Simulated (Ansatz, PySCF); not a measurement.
Gas-phase reaction R1 + R2 → P1 + P2, each structure at its B3LYP-D3(BJ)/def2-TZVP stationary point, reached from a drawn start (curvature not checked).
R1, C2H6Zn (SMILES [CH3][Zn][CH3]) (charge 0, multiplicity 1):
```xyz
9

C      1.9543    -0.0866     0.0378
Zn     0.0002     0.0024    -0.0042
C     -1.9543     0.0873    -0.0390
H      2.3387    -0.6600    -0.8086
H      2.3933     0.9126    -0.0056
H      2.3016    -0.5670     0.9551
H     -2.3788    -0.3658     0.8595
H     -2.3542    -0.4446    -0.9051
H     -2.3008     1.1218    -0.0900
```
P1, CH4 (SMILES C) (charge 0, multiplicity 1, Z-matrix in Å and degrees):
```
C
H 1 1.0892
H 1 1.0892 2 109.47
H 1 1.0892 2 109.47 3 -120.00
H 1 1.0892 2 109.47 4 -120.00
```
R2, H2O (SMILES O) (charge 0, multiplicity 1):
```xyz
3

O      0.00000     0.00000     0.38963
H      0.00000     0.76501    -0.19481
H      0.00000    -0.76501    -0.19481
```
P2: CH4OZn (SMILES [CH3][Zn][OH]), charge 0, multiplicity 1.

P less R. No zero-point or thermal terms; no spin–orbit coupling.

Cores are frozen in the correlated methods.

The values were computed with Ansatz (a quantum-chemistry and plane-wave program); PySCF for the D3/D4 terms. Each number belongs to the level named beside it.

Q: What is the computed reaction energy (B2PLYP-D4/def2-TZVPP)?

A: -75 kJ/mol

Q: Estimate the reaction energy that CCSD/def2-QZVPP returns for this input.

A: -73 kJ/mol

Q: What is the computed reaction energy (CCSD(T)/def2-QZVPP)?

A: -72 kJ/mol
